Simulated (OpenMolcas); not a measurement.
Ionisation energies of vanadium

| Quantity | Value |
| --- | --- |
| Program | OpenMolcas |
| Basis | ANO-RCC-VQZP [7s6p4d3f2g1h] |
| Scalar Hamiltonian | DKH2, point nucleus |
| Spin-orbit coupling | state interaction with AMFI integrals over the reference wave functions, term energies averaged over their components |

Active shells in each charge state: the valence d shell, with orbitals averaged over the low states. Where CASPT2's correlated closed shells are named, they are those of the first ion.

A. CASSCF
B. SS-CASPT2, IPEA 0.25 Eh, imaginary shift 0.1 Eh (closed shells correlated: 3s 3p)
C. SS-CASPT2, IPEA 0.25 Eh, imaginary shift 0.1 Eh (closed shells correlated: none)
D. SS-CASPT2, IPEA 0.25 Eh, imaginary shift 0.1 Eh (closed shells correlated: 2s 2p 3s 3p)
E. SS-CASPT2, IPEA 0 Eh, imaginary shift 0.1 Eh (closed shells correlated: 3s 3p)

Energies in eV between the lowest computed levels, named as in B; reference values from the NIST Atomic Spectra Database with their kind.

```csv
From,To,A,B,C,D,E,Spin-orbit share in B,Reference
V2+ 3d3 4F 3/2,V3+ 3d2 3F2,28.247,29.426,28.709,29.452,29.515,-0.008,29.311 (measured)
V3+ 3d2 3F2,V4+ 3d 2D 3/2,45.818,46.796,45.989,46.834,46.872,+0.009,46.709 (measured)
V4+ 3d 2D 3/2,V5+ 3p6 1S0,64.184,65.070,64.184,65.110,65.132,+0.044,65.282 (measured)
```

Error against the reference values, in %:

| From | Reference | A | B | C | D | E |
| --- | --- | --- | --- | --- | --- | --- |
| V2+ | measured | -3.6 | +0.4 | -2.1 | +0.5 | +0.7 |
| V3+ | measured | -1.9 | +0.2 | -1.5 | +0.3 | +0.3 |
| V4+ | measured | -1.7 | -0.3 | -1.7 | -0.3 | -0.2 |

Mean absolute error over the 3 measured values: A 1.02 eV, B 0.14 eV, C 0.81 eV, D 0.15 eV, E 0.17 eV.

The lowest level within the active space need not be the ion's true ground level.
